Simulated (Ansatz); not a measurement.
Coupled-cluster run, ClH$_{5}$OSi$_{2}$, SMILES `O[SiH2][SiH2]Cl`.

```yaml
crystal:
  periodic: [false, false, false]
  atoms:
    - {symbol: O, position_ang: [-1.940579, 0.469008, -0.094356]}
    - {symbol: Si, position_ang: [-0.430837, 0.947005, 0.365318]}
    - {symbol: Si, position_ang: [1.118907, -0.645475, -0.395368]}
    - {symbol: Cl, position_ang: [0.206885, -2.468787, 0.006870]}
    - {symbol: H, position_ang: [-2.151999, -0.459109, 0.028638]}
    - {symbol: H, position_ang: [-0.204491, 2.284689, -0.234699]}
    - {symbol: H, position_ang: [-0.300366, 1.050623, 1.846354]}
    - {symbol: H, position_ang: [1.369763, -0.599223, -1.858146]}
    - {symbol: H, position_ang: [2.421217, -0.625130, 0.318390]}
basis:
  gaussian: {orbitals: def2-TZVPP}
correlation: {method: ccsd_t}
output: {orbitals: {seedname: orbitals}}
```

```sh
$ ansatz run in.yaml --threads 2 --pin off --events-out ev --progress --plain
```

Output of Ansatz, abridged:

```
Functional definition: HF
1321 factors; integrals over basis functions are off by at most 9.9e-4 eV
mean field evaluation 1: about -30345.4993 eV, gradient 3.7e1 eV
mean field evaluation 2: about -30345.7708 eV, gradient 3.7e1 eV
mean field evaluation 4: about -30348.8903 eV, gradient 3.3e0 eV
mean field evaluation 8: about -30348.9495 eV, gradient 2.3e-1 eV
mean field -30348.94971956 eV, -1115.3033309369 hartree, gradient 6.9e-6 eV, S^2 0.000000; 0 other end points of the search recorded, 0 dependent functions left out
16 core orbitals not correlated: weight in the atoms' cores, before any rotation towards them, 1.000 or more for the frozen orbitals, at most 0.000 for the correlated occupied ones
reference -30348.94971956 eV, -1115.3033309369 hartree; 13, 13 occupied and 198, 198 virtual orbitals, 1321 factors
second order -18.39723843 eV of doubles, -0.00000000 eV of singles
cycle   1  -19.25897967 eV  change   -8.6e-1 eV  update   9.4e-2
cycle   2  -19.75254491 eV  change   -4.9e-1 eV  update   2.8e-2
cycle   3  -19.84697892 eV  change   -9.4e-2 eV  update   1.4e-2
cycle   4  -19.83720320 eV  change    9.8e-3 eV  update   3.2e-3
cycle   5  -19.83568880 eV  change    1.5e-3 eV  update   1.4e-3
cycle   6  -19.83603496 eV  change   -3.5e-4 eV  update   4.2e-4
cycle   7  -19.83586069 eV  change    1.7e-4 eV  update   1.7e-4
cycle   8  -19.83583646 eV  change    2.4e-5 eV  update   6.0e-5
cycle   9  -19.83586729 eV  change   -3.1e-5 eV  update   2.7e-5
perturbative correction -0.73234431 eV, -0.0269131570 hartree
Total energy: -30369.51793116 eV, -1116.0591987714 hartree
```

Run time 42 s (2 threads of a server CPU on a shared host); peak host memory 3.8 GiB.

The correlation energy is -20.568 eV, 3.6 % of it from (T); the T1 diagnostic reads 0.0112.
